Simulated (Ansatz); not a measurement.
Relaxed structures of H₂TeSO, singlet (PBE0-D4/def2-TZVP; forces vanish, vibrations not checked; lower isomers may exist, and structures with a doubtful reference or unclear bonds are left out; Å). Computed with Ansatz 0.2.0 (basis: def2-TZVPP); correlated methods freeze the cores. Filled d shells of the heavier atoms are correlated. Core potentials replace the inner electrons of the atoms past krypton. The def2 sets are not built for correlating such inner shells, so the correlated values are less sure here.

(1) Rank them by CCSD(T) energy, lowest first, and give each one's height above the lowest. Links in brackets join atoms within 1.22 times the sum of their covalent radii (1.1 for two metals). (To be estimated.)
A.
H₂TeSO ([OH][TeH][S])
```
5
angstrom
O -1.4775 -1.0253 -0.0589
Te -0.6109 0.4339 -1.0237
S 0.9594 1.1721 0.3617
H -0.8810 -1.3006 0.6507
H 0.2764 -0.6351 -1.9961
```
B.
H₂TeSO ([O][Te][SH2])
```
5
angstrom
O -1.2111 -0.6242 0.3703
Te -0.7881 0.4081 -1.0669
S 1.3013 1.7122 -0.0679
H 0.7614 2.0532 1.1185
H 1.9481 0.6568 0.4641
```
C.
H₂TeSO ([OH][Te][SH])
```
5
angstrom
O -1.4738 -0.8037 0.2226
Te -0.5811 0.4006 -1.0401
S 1.0021 1.4405 0.3643
H -0.9690 -1.6209 0.2793
H 2.0218 0.5836 0.1738
```
D.
H₂TeSO ([OH][S][TeH])
```
5
angstrom
O -1.4222 -0.7250 0.1559
Te 0.9931 1.4349 0.3525
S -0.6259 0.2684 -0.9042
H -0.9239 -1.5477 0.2219
H 2.2400 0.3499 0.1250
```

T1 diagnostic: at most 0.025. The restricted Hartree–Fock reference is unstable towards an unrestricted one at one or more of these structures.

Results:

(1) By the calculation: C (0.0 kJ/mol), D (70.4 kJ/mol), A (81.0 kJ/mol), B (229.1 kJ/mol). Heights count from the lowest.

For scale, one of the runs: CCSD(T)/def2-TZVPP, 151 basis functions, launched by `ansatz run in.yaml --threads 2 --pin off --events-out ev --progress --plain --max-ram 4352MiB`. The run took 40 s on 2 CPU threads of an Intel Xeon Platinum 8259CL (shared host), with 1.2 GiB of host memory at its peak.
